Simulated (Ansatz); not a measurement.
## Ligand exchange: Si(CH3)3(NH2) + CH5N → Si(CH3)2(NH2)2 + C2H6

Gas-phase species: Si(CH3)3(NH2), singlet; CH5N (methylamine) `CN`, singlet; Si(CH3)2(NH2)2, singlet; C2H6 (ethane) `CC`, singlet. The partners trade CH3 for NH2: Si–CH3 and C–NH2 bonds give way to Si–NH2 and C–CH3.

Shapes, held fixed at every level: PBE0-D4/def2-TZVP. Flexible molecules stand in one conformer, not always the lowest. Programs: Ansatz 0.2.0. The zero-point and thermal change to 298 K, harmonic and unscaled (PBE0-D4/def2-TZVP), is +0.3 kJ/mol.

```json
{"level": "HF/def2-SVP", "kind": "Hartree–Fock", "ΔH(298 K) (kJ/mol)": "-98.4", "less CCSD(T)/CBS estimate": "+4.1"}
{"level": "HF/def2-TZVPP", "kind": "Hartree–Fock", "ΔH(298 K) (kJ/mol)": "-107.0", "less CCSD(T)/CBS estimate": "-4.5"}
{"level": "r2SCAN-D4/def2-TZVPP", "kind": "meta-GGA", "ΔH(298 K) (kJ/mol)": "-101.1", "less CCSD(T)/CBS estimate": "+1.4"}
{"level": "wB97M-V/def2-TZVPP", "kind": "range-separated hybrid", "ΔH(298 K) (kJ/mol)": "-100.6", "less CCSD(T)/CBS estimate": "+1.9"}
{"level": "MP2/def2-TZVPP", "kind": "perturbation theory", "ΔH(298 K) (kJ/mol)": "-104.7", "less CCSD(T)/CBS estimate": "-2.2"}
{"level": "CCSD(T)/def2-SVP", "kind": "coupled cluster or CI", "ΔH(298 K) (kJ/mol)": "-93.2", "less CCSD(T)/CBS estimate": "+9.3"}
{"level": "CCSD(T)/def2-TZVPP", "kind": "coupled cluster or CI", "ΔH(298 K) (kJ/mol)": "-101.1", "less CCSD(T)/CBS estimate": "+1.4"}
{"level": "CCSD(T)/CBS estimate", "kind": "coupled cluster or CI", "ΔH(298 K) (kJ/mol)": "-102.5", "less CCSD(T)/CBS estimate": "0.0"}
```

The highest level, CCSD(T)/CBS estimate, gives ΔH(298 K) = -102.5 kJ/mol; the levels span -107.0 to -93.2. The column of differences is taken from that level and isn't an error. No measured value is set beside it here. The CBS estimate extrapolates MP2 from def2-TZVPP and def2-QZVPP and adds CCSD(T) − MP2 in the triple-zeta set, cores frozen.
